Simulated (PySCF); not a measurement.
Si(Cl)(Br)(Me)(NH2) (CH5BrClNSi), SMILES C[Si](N)(Cl)Br.

The structure is a stationary point at PBE-D3(BJ)/def2-SVP. One conformer was computed; it need not be the lowest.

These are PBE-D3(BJ)/def2-SVP (PySCF) values and carry that method's errors.

Frequencies are harmonic and unscaled.

| mode | ν (cm⁻¹) | IR (km/mol) | moving atoms (share of kinetic energy) |
|---|---|---|---|
| 1 | 119 | 7.8 | Cl 35 %, H 28 %, Br 16 %, C 10 % |
| 2 | 146 | 1.8 | H 65 %, C 12 %, Cl 9 %, N 8 % |
| 3 | 152 | 0.9 | H 61 %, C 19 %, N 9 % |
| 4 | 193 | 2.5 | H 50 %, Cl 21 %, Si 11 %, C 9 % |
| 5 | 208 | 1.1 | H 25 %, C 23 %, N 16 %, Br 16 %, Si 11 %, Cl 8 % |
| 6 | 217 | 8.6 | N 28 %, H 22 %, Si 16 %, Br 15 %, C 10 %, Cl 9 % |
| 7 | 276 | 19.5 | H 45 %, N 32 %, Cl 10 % |
| 8 | 382 | 24.7 | Si 47 %, Br 18 %, H 11 %, N 9 %, Cl 8 % |
| 9 | 464 | 175.3 | H 66 %, N 22 % |
| 10 | 527 | 161.2 | Si 46 %, Cl 33 %, H 12 % |
| 11 | 698 | 41.1 | C 37 %, H 30 %, Si 27 % |
| 12 | 735 | 5.8 | H 71 %, C 16 %, N 10 % |
| 13 | 781 | 83.0 | H 70 %, C 21 % |
| 14 | 857 | 82.4 | H 65 %, Si 16 %, N 14 % |
| 15 | 877 | 118.3 | Si 42 %, N 36 %, H 19 % |
| 16 | 1220 | 25.9 | H 77 %, C 22 % |
| 17 | 1373 | 5.2 | H 96 % |
| 18 | 1377 | 3.0 | H 96 % |
| 19 | 1489 | 47.0 | H 90 %, N 10 % |
| 20 | 2983 | 0.4 | H 97 % |
| 21 | 3086 | 0.8 | H 91 %, C 9 % |
| 22 | 3100 | 0.3 | H 91 %, C 9 % |
| 23 | 3474 | 33.8 | H 96 % |
| 24 | 3570 | 30.2 | H 91 %, N 9 % |
